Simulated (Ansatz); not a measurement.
One change: `P[SiH2][GaH2]` becomes `N[SiH2]P`.

Ansatz, PBE0-D4/def2-TZVP geometries, multiplicity 1. Each molecule was computed in one conformer, which needn't be the lowest.

Scalar relativity is left out up to krypton.

```csv
property,`P[SiH2][GaH2]`
HOMO–LUMO gap (PBE/def2-TZVPP) / eV,3.42
HOMO–LUMO gap (PBE0/def2-TZVPP) / eV,5.25
HOMO–LUMO gap (ωB97M-V/def2-TZVPP) / eV,8.96
zero-point energy (PBE0-D4/def2-TZVP) / kJ/mol,125.2
size of the dipole moment (B3LYP/def2-TZVPP) / D,0.64
HOMO energy (B3LYP/def2-TZVPP) / eV,-7.27
```

**Question.** Give the same properties after the change, and the shifts. (Best estimate.)

**Answer.** Computed: 
```tsv
property	`N[SiH2]P`	shift
HOMO–LUMO gap (PBE/def2-TZVPP) / eV	5.18	1.76
HOMO–LUMO gap (PBE0/def2-TZVPP) / eV	7.26	2.01
HOMO–LUMO gap (ωB97M-V/def2-TZVPP) / eV	11.03	2.07
zero-point energy (PBE0-D4/def2-TZVP) / kJ/mol	158.4	33.2
size of the dipole moment (B3LYP/def2-TZVPP) / D	1.72	1.08
HOMO energy (B3LYP/def2-TZVPP) / eV	-6.90	0.37
```

With PBE0 the HOMO rises by 0.38 eV and the LUMO rises by 2.39 eV, so the gap widens by about 2.01 eV. PBE moves the HOMO by 0.56 eV and ωB97M-V by 0.24 eV. Dipoles are sizes alone; their direction can turn.

B3LYP here is the variant with VWN-RPA as its local correlation; programs differ in this.
